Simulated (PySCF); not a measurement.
O₃ (SMILES O=[O+][O-]), singlet, geometry from GFN2-xTB. Base run: PBE/STO-3G run with PySCF.

The PySCF input:
```python
from pyscf import gto, scf, dft

mol = gto.M(
    atom='''
O    -0.06945708    1.07326302   -0.18881454
O     0.00362457   -0.00592030    0.40975419
O     0.06583251   -1.06734272   -0.22093965
''',
    basis='sto-3g',
    verbose=4,
    symmetry=True,
)

mf = dft.RKS(mol)
mf.xc = 'pbe'
mf.kernel()
mf.analyze()
```

Variants of this job, named by their change:

| change | ΔE vs base (mEh) | point group used | SCF cycles |
|---|---|---|---|
| base | 0.000 | C2v | 7 |
| symmetry_subgroup = C2 | 0.000 | C2 | 7 |
| irrep_nelec = A1:12 B1:4 B2:8 | 303.2 | C2v | 6 |
| irrep_nelec = A1:10 A2:2 B1:2 B2:10 | 988.3 | C2v | 8 |
| irrep_nelec = A1:14 A2:2 B2:8 | 1501.6 | C2v | 6 |
| symmetry = off | 0.000 | C1 | 8 |
| irrep_nelec = A1:10 A2:2 B1:4 B2:8 | 181.5 | C2v | 8 |
| symmetry_subgroup = Cs | 0.000 | Cs | 8 |
